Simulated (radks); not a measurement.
The nuclear charge of the rhenium ion Re2+ is varied continuously with 73 electrons held in [Xe] 4f14 5d5. Calculated with a radial shooting solver on a logarithmic mesh with Libxc functionals: scalar-relativistic Kohn-Sham, PBE, spin-unpolarised, spherical densities, point nucleus. By the Hellmann-Feynman theorem dE/dZ = E(electron-nucleus)/Z, the electronic potential at the nucleus. The scalar-relativistic energy here is not variational (the density holds large components alone), so the two differ by a part that grows with Z.

Z,E (hartree),E(electron-nucleus)/Z (hartree),HOMO,e(HOMO) (eV),<r> HOMO (bohr)
74.5,-16415.3006,-544.786,5d,-15.457,1.898
74.75,-16552.9384,-547.575,5d,-18.362,1.836
75,-16691.2877,-550.367,5d,-21.416,1.781
75.25,-16830.3496,-553.161,5d,-24.613,1.732
75.5,-16970.1249,-555.959,5d,-27.944,1.687
75.75,-17110.6146,-558.760,5d,-31.403,1.646
76,-17251.8199,-561.565,5d,-34.985,1.608

The central difference of E at Z = 75 is -554.822 hartree, to compare with the third column; the second derivative is -11.4 hartree.
